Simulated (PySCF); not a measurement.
**PdBr: frontier orbitals**

r²SCAN at R = 2.365 Å; Pd def2-TZVPP with ECP28, Br def2-TZVPP; scalar-relativistic core potentials (PySCF 2.14). State: ²Σ⁺ (doublet), unpaired electrons σ ↑. Only the outer orbitals are listed, counted within each symmetry, core potentials removing the inner ones.

```csv
spin,orbital,occ.,ε (eV),on Pd (%),main shells (%)
α,10σ,1,-9.39,53,"50 Pd d, 44 Br p"
α,5π,1,-7.90,63,"63 Pd d, 36 Br p"
α,5π,1,-7.90,63,"63 Pd d, 36 Br p"
α,2δ,1,-6.91,100,100 Pd d
α,2δ,1,-6.91,100,100 Pd d
α,11σ,1,-6.75,64,"43 Pd d, 36 Br p, 20 Pd s"
α,6π,1,-6.09,39,"61 Br p, 36 Pd d"
α,6π,1,-6.09,39,"61 Br p, 36 Pd d"
α,12σ,0,-3.43,89,"70 Pd s, 16 Pd p, 11 Br p"
α,7π,0,-0.24,99,98 Pd p
α,7π,0,-0.24,99,98 Pd p
β,10σ,1,-8.66,34,"64 Br p, 27 Pd d"
β,5π,1,-7.76,61,"61 Pd d, 38 Br p"
β,5π,1,-7.76,61,"61 Pd d, 38 Br p"
β,2δ,1,-6.26,100,100 Pd d
β,2δ,1,-6.26,100,100 Pd d
β,6π,1,-6.00,41,"60 Br p, 39 Pd d"
β,6π,1,-6.00,41,"60 Br p, 39 Pd d"
β,11σ,0,-5.21,83,"64 Pd d, 18 Pd s, 17 Br p"
β,12σ,0,-3.08,89,"66 Pd s, 18 Pd p, 10 Br p"
β,7π,0,0.04,99,99 Pd p
```

Question: Which are the highest filled and the lowest empty level, where do they sit, and how wide is the gap?

Answer: Highest filled β 6π at -6.00 eV (in %: 60 Br p, 39 Pd d); lowest empty β 11σ at -5.21 eV (in %: 64 Pd d, 18 Pd s, 17 Br p); the gap at r²SCAN is 0.79 eV.

The bond order (Mayer) is 1.07. The ⟨S²⟩ is 0.752, the charge on Pd (Mulliken, basis-dependent) is 0.36 and the charge on Pd (Löwdin, basis-dependent) is 0.01. The dipole moment (positive dipole means Pd(−)Br(+)) is -4.39 D.

Spin–orbit coupling is left out. With d or f electrons several states lie close, and the lowest PBE0 determinant need not be the measured ground state.
